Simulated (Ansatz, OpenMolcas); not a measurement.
**Exact exchange and the vertical energy of the triplet above the singlet of Si2H5OF**

The species is Si2H5OF (9 atoms), meant as a singlet with charge 0. As SMILES, `O[SiH](F)[SiH3]`. Geometry: relaxed at PBE0-D4/def2-TZVP. This is one conformer, not always the lowest.

The vertical energy of the triplet above the singlet y, in eV, basis 6-31G(d); a is the functional's share of exact exchange. Programs: Ansatz 0.2.0, OpenMolcas 26.06.

| functional | program | a | y (eV) |
| --- | --- | --- | --- |
| TPSS | OpenMolcas | 0 | 6.29 |
| PBE | Ansatz | 0 | 6.08 |
| B3LYP | Ansatz | 0.2 | ? |
| r2SCAN0 | Ansatz | 0.25 | 6.55 |
| PBE0 | Ansatz | 0.25 | 6.48 |
| BHLYP | Ansatz | 0.5 | 6.89 |

Q: Fit y = c + s·a to the known rows and predict B3LYP.

A: 
1. Means of the 5 rows: a = 0.2000, y = 6.458.
2. Σ(Δa)² = 0.175, Σ(Δa·Δy) = 0.2445, so the slope is 0.2445/0.175 = 1.3971.
3. Intercept: 6.458 − (1.3971) × 0.2000 = 6.179. The largest residual of the fit is 0.11.
4. B3LYP: 6.179 + (1.3971) × 0.2 = 6.46 eV.

The run gave 6.51 eV, so the prediction is off by -0.05 eV, within the largest residual. The rows mix families of semi-local functionals, which the line can't see.
